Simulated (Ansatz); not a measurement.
A run for Ansatz (a program for electronic structure): R-r2SCAN/def2-TZVPP on GeHI (SMILES [GeH][I]), atoms moved off the minimum. Elements past Kr take the def2 small-core potentials; no spin–orbit coupling.

Ansatz 0.2 input:
```yaml
crystal:
  periodic: [false, false, false]
  atoms:
    - {symbol: Ge, position_ang: [-0.91468455, -0.78753104, 1.02419717]}
    - {symbol: H, position_ang: [-1.92649974, -1.26619285, -0.12917290]}
    - {symbol: I, position_ang: [0.51984986, 0.47653123, -0.59227584]}
basis:
  gaussian:
    orbitals: def2-TZVPP
hamiltonian:
  xc: {name: r2SCAN}
scf: {lower_state_search: off}
output: {forces: true}
```

The head of its log:

```
WARN ansatz: RAYON_NUM_THREADS=1 ignored (pool sized by the plan → 1); use --threads N
Functional definition: r2SCAN
these checks for a lower state are left out or cut short: stability, starts, cluster_reference, orbital_swaps, neighbouring_geometries, increment
integrals: 0.04 GiB planned
784 factors; their error is unknown
mean field: 0.29 GiB planned
mean field evaluation 1: about -64638.2117 eV, gradient 1.6e1 eV
mean field evaluation 2: about -64638.1421 eV, gradient 2.0e1 eV
```

Question: What total energy does the run end on?

Answer: -2375.4264 hartree.
